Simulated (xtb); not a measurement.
Si(tBu)(OH)3 (C4H12O3Si), SMILES O[Si](O)(O)C(C)(C)C. All values are semi-empirical tight-binding results from xtb (GFN2-xTB unless named), good for trends rather than for accurate numbers. Geometry optimised at GFN2-xTB. The values are those of a single conformer.

Computed properties:
```
Quantity                                         Result
---------------------------------------  --------------
point group as xtb finds it                          C3
orbital gap                                     7.78 eV
dipole moment                                    0.55 D
zero-point energy                        101.8 kcal/mol
G − E(el) at 298.15 K (modified RRHO)     79.7 kcal/mol
static polarisability (D4 model)             95.9 bohr³
solvation energy, GFN2-xTB/ALPB(water)   -10.5 kcal/mol
solvation energy, GFN2-xTB/ALPB(ch2cl2)   -7.6 kcal/mol
```
